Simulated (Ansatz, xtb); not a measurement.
# C5H7FSi: which of two isomers lies lower

Structure X is `C#C[Si]1(F)CCC1`, a singlet and structure Y is `C[Si]1(F)C=CC=C1`, a singlet. Both are isolated molecules in the gas phase, relaxed with B3LYP-D3(BJ)/def2-SVP.

Problem. Estimate E(Y) − E(X) at the level CCSD(T)/def2-SVP + ΔMP2/def2-TZVPP.

Solution. Calculated at CCSD(T)/def2-SVP + ΔMP2/def2-TZVPP: E(Y) − E(X) = −27.4 kcal/mol, so structure Y lies lower.

How the difference moves with the method:

```csv
level,geometry,E(Y) − E(X) (kcal/mol),departure from the last row (kcal/mol),"job, with rough time for the two"
GFN2-xTB,GFN2-xTB,−20.5,+6.9,"optimisation, 0.2 s"
HF/STO-3G,GFN2-xTB,−17.9,+9.5,"single point, 0.36 s"
r2SCAN-D4/def2-SVP,GFN2-xTB,−33.0,−5.6,"single point, 3.7 s"
B3LYP-D3(BJ)/def2-SVP,B3LYP-D3(BJ)/def2-SVP,−31.5,−4.1,"optimisation, 43 s"
HF/def2-SVP,B3LYP-D3(BJ)/def2-SVP,−30.1,−2.8,part of the CCSD(T) run
MP2/def2-SVP,B3LYP-D3(BJ)/def2-SVP,−26.1,+1.2,part of the CCSD(T) run
CCSD(T)/def2-SVP,B3LYP-D3(BJ)/def2-SVP,−29.0,−1.7,single point
CCSD(T)/def2-SVP + ΔMP2/def2-TZVPP,B3LYP-D3(BJ)/def2-SVP,−27.4,,"single point, 61 s"
```

As drawn, Y has 2 C=C in place of 1 C≡C, 1 C–C. Structure X has a 4-membered ring, Y a 5-membered ring.

None of the levels shown reverses the order. The largest departure from CCSD(T)/def2-SVP + ΔMP2/def2-TZVPP is that of HF/STO-3G, 9.5 kcal/mol. The last row adds to CCSD(T) the change of the MP2 difference between the two basis sets, here +1.7 kcal/mol.

With thermal terms from frequencies at re-optimised GFN2-xTB minima (ideal gas, soft modes damped towards free rotors, one conformer each, 298.15 K, 1 atm): the zero-point term adds 0.0 kcal/mol; ΔH is −27.6 and ΔG −26.8 kcal/mol.

The correlated steps freeze 11 core orbitals. Programs: Ansatz 0.2.0, xtb 6.7.1; the last row on 4 threads of Arm Neoverse V1 on a shared host.
